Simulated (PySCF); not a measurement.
Xe(2+): excitation energy

Xe(2+) [Kr] 4d10 5s2 5p4 (3P) → Xe(2+) [Kr] 4d10 5s2 5p3 5d1 (5D), as a difference of total energies. Calculation: PySCF 2.14, in aug-cc-pV5Z-PP with ECP28MDF (8s8p6d4f3g2h, 139 functions); a scalar-relativistic core potential. Correlated levels: valence: 4s2 4p6 4d10 frozen. The calculations carry no spin-orbit coupling.

```json
{"method": "UHF", "excitation energy (eV)": "12.544"}
{"method": "LDA", "excitation energy (eV)": "13.353"}
{"method": "PBE", "excitation energy (eV)": "12.949"}
{"method": "PBE0", "excitation energy (eV)": "13.021"}
{"method": "r2SCAN", "excitation energy (eV)": "13.187"}
{"method": "BLYP", "excitation energy (eV)": "13.252"}
{"method": "M06-L", "excitation energy (eV)": "13.012"}
{"method": "revPBE", "excitation energy (eV)": "12.862"}
{"method": "MP2 (valence)", "excitation energy (eV)": "13.056"}
{"method": "SCS-MP2 (valence)", "excitation energy (eV)": "13.267"}
```

Question: How much does correlation contribute at MP2 (valence)?

Answer: 13.056 − (12.544) = 0.512 eV, measured against UHF.

The promoted electron is Rydberg-like, and one or two diffuse shells describe it only roughly, which tends to raise the upper state.
